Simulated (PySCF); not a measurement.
How a substituent moves the core levels near it

Parent: `C1OC[SiH2]1`, numbered `[CH2:1]1[O:2][CH2:3][SiH2:4]1`. One hydrogen on C1 is replaced. Method used: PySCF, delta-SCF UKS SCAN, pcX-2 on the ionised atom, pcseg-1 elsewhere, spin-free X2C. These are vertical core ionisation energies against the vacuum level, from separate self-consistent calculations with and without the core hole. Geometries: GFN2-xTB; isolated species, one conformer each.

The parent's lines: C1/C3 C 1s 291.30 eV; O2 O 1s 537.83 eV; Si4 Si 1s 1846.58 eV; Si4 Si 2p3/2 106.88 eV.

Spin–orbit and ligand-field terms were added within each 2p shell after the spin-free SCF. 2p1/2 minus 2p3/2 (ligand field included): Si 0.62 eV.

Problem. How do the binding energies of the substituted atom and of the parent's carbons near it change?

Solution. Changes against the parent, in eV:

| substituent | molecule | C 1s of the substituted atom | its change | C two bonds away |
| --- | --- | --- | --- | --- |
| CH3 | C[C@H]1OC[SiH2]1 | 291.22 | -0.08 | -0.07 |
| vinyl | C=C[C@@H]1OC[SiH2]1 | 291.34 | +0.04 | 0.00 |
| N=CH2 | C=N[C@@H]1OC[SiH2]1 | 291.98 | +0.68 | +0.14 |

At the substituted atom the change runs from -0.08 eV (CH3) to +0.68 eV (N=CH2). The mean size of the change is 0.27 eV at the site, 0.07 eV two bonds away.

Problem. List all computed levels of each derivative.

Solution. 
- `C[C@H]1OC[SiH2]1`: C 1s: 290.47 (area 1), 291.22 (area 1), 291.23 (area 1) eV; O 1s: 537.64 eV; Si 1s: 1846.37 eV; Si 2p3/2: 106.68 eV
- `C=C[C@@H]1OC[SiH2]1`: C 1s: 289.79 (area 1), 290.38 (area 1), 291.30 (area 1), 291.34 (area 1) eV; O 1s: 537.75 eV; Si 1s: 1846.41 eV; Si 2p3/2: 106.73 eV
- `C=N[C@@H]1OC[SiH2]1`: C 1s: 291.03 (area 1), 291.44 (area 1), 291.98 (area 1) eV; N 1s: 404.80 eV; O 1s: 537.83 eV; Si 1s: 1846.55 eV; Si 2p3/2: 106.86 eV

Areas count equivalent atoms. 2p3/2 and 2p1/2 are the ΔSCF energy of one spin-free 2p hole plus the eigenvalues of a spin–orbit and ligand-field matrix of the shell.
